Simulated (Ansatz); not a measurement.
Ansatz (a first-principles code) input for ZnH, SMILES [ZnH+] (connectivity only; charge and spin as stated), charge +1, multiplicity 1, PBE0-D3(BJ)/def2-TZVPD. 

Ansatz 0.2 input:
```yaml
crystal:
  periodic: [false, false, false]
  atoms:
    - {symbol: Zn, position_ang: [0.00000000, 0.00000000, -0.04856729]}
    - {symbol: H, position_ang: [0.00000000, 0.00000000, 1.45701874]}
basis:
  gaussian:
    orbitals: def2-TZVPD
hamiltonian:
  xc: pbe0
  dispersion: d3bj
total_charge: 1
relax: {f_tol: 0.002, max_steps: 200}
```

Program output:

```
WARN ansatz: RAYON_NUM_THREADS=1 ignored (pool sized by the plan → 1); use --threads N
Functional definition: PBE0
integrals: 0.01 GiB planned
538 factors; integrals over basis functions are off by at most 4.9e-4 eV
mean field: 0.15 GiB planned
mean field evaluation 1: about -48418.2863 eV, gradient 2.5e1 eV
mean field evaluation 2: about -48417.7204 eV, gradient 3.3e1 eV
mean field evaluation 4: about -48419.8125 eV, gradient 1.9e0 eV
mean field evaluation 8: about -48419.8206 eV, gradient 3.1e-3 eV
mean field -48419.82061642 eV, -1779.3955875201 hartree, gradient 3.7e-5 eV, S^2 0.000000; 0 other end points of the search recorded, 0 dependent functions left out
the calculation of the forces begins
reference -48419.82064534 eV, -1779.3955885830 hartree; 15, 15 occupied and 45, 45 virtual orbitals, 538 factors
relax step   1: F+E_penalty+E_count = -48419.82954009 eV  Δ(F+E_penalty+E_count) = +0.000e0 eV  max|allowed force component| = 3.951e-1 eV/Å  Δτ_max = 0.0000 Å  (22 SCF iters, accepted)
these checks for a lower state are left out or cut short: starts, cluster_reference, orbital_swaps, neighbouring_geometries, increment
integrals: 0.01 GiB planned
538 factors; integrals over basis functions are off by at most 5.4e-4 eV
mean field: 0.15 GiB planned
mean field evaluation 16: about -48419.8253 eV, gradient 2.0e-5 eV
mean field -48419.82525026 eV, -1779.3957578106 hartree, gradient 2.0e-5 eV, S^2 0.000000; 0 other end points of the search recorded, 0 dependent functions left out
the calculation of the forces begins
reference -48419.82527909 eV, -1779.3957588702 hartree; 15, 15 occupied and 45, 45 virtual orbitals, 538 factors
relax step   2: F+E_penalty+E_count = -48419.83423165 eV  Δ(F+E_penalty+E_count) = -4.692e-3 eV  max|allowed force component| = 1.411e-1 eV/Å  Δτ_max = 0.0088 Å  (23 SCF iters, accepted)
these checks for a lower state are left out or cut short: starts, cluster_reference, orbital_swaps, neighbouring_geometries, increment
integrals: 0.01 GiB planned
538 factors; integrals over basis functions are off by at most 5.7e-4 eV
mean field: 0.15 GiB planned
mean field -48419.82593858 eV, -1779.3957831062 hartree, gradient 1.3e-5 eV, S^2 0.000000; 0 other end points of the search recorded, 0 dependent functions left out
the calculation of the forces begins
reference -48419.82596737 eV, -1779.3957841639 hartree; 15, 15 occupied and 45, 45 virtual orbitals, 538 factors
relax step   3: F+E_penalty+E_count = -48419.83495919 eV  Δ(F+E_penalty+E_count) = -7.275e-4 eV  max|allowed force component| = 2.884e-3 eV/Å  Δτ_max = 0.0051 Å  (24 SCF iters, accepted)
these checks for a lower state are left out or cut short: starts, cluster_reference, orbital_swaps, neighbouring_geometries, increment
integrals: 0.01 GiB planned
538 factors; integrals over basis functions are off by at most 5.7e-4 eV
mean field: 0.15 GiB planned
mean field -48419.82593801 eV, -1779.3957830851 hartree, gradient 6.4e-6 eV, S^2 0.000000; 0 other end points of the search recorded, 0 dependent functions left out
the calculation of the forces begins
reference -48419.82596679 eV, -1779.3957841427 hartree; 15, 15 occupied and 45, 45 virtual orbitals, 538 factors
relax step   4: F+E_penalty+E_count = -48419.83495950 eV  Δ(F+E_penalty+E_count) = -3.131e-7 eV  max|allowed force component| = 2.691e-7 eV/Å  Δτ_max = 0.0001 Å  (17 SCF iters, accepted)
integrals: 0.01 GiB planned
538 factors; integrals over basis functions are off by at most 5.7e-4 eV
mean field: 0.15 GiB planned
mean field evaluation 32: about -48418.2927 eV, gradient 2.5e1 eV
mean field -48419.82593801 eV, -1779.3957830851 hartree, gradient 6.4e-6 eV, S^2 0.000000; 1 other end points of the search recorded, 0 dependent functions left out
the calculation of the forces begins
reference -48419.82596679 eV, -1779.3957841427 hartree; 15, 15 occupied and 45, 45 virtual orbitals, 538 factors
Total energy: -48419.83498828 eV, -1779.3961156764 hartree
Atom 0 at    -0.000000    -0.000000    -0.062565 Å, force    -0.000000    -0.000000    -0.000000 eV/Å
Atom 1 at     0.000000     0.000000     1.471017 Å, force    -0.000000     0.000000     0.000000 eV/Å
Dipole moment:    -0.000000    -0.000000    -0.340547 e Å
```

The calculation finished and met its thresholds.

Cost: roughly 2.8 core-seconds.
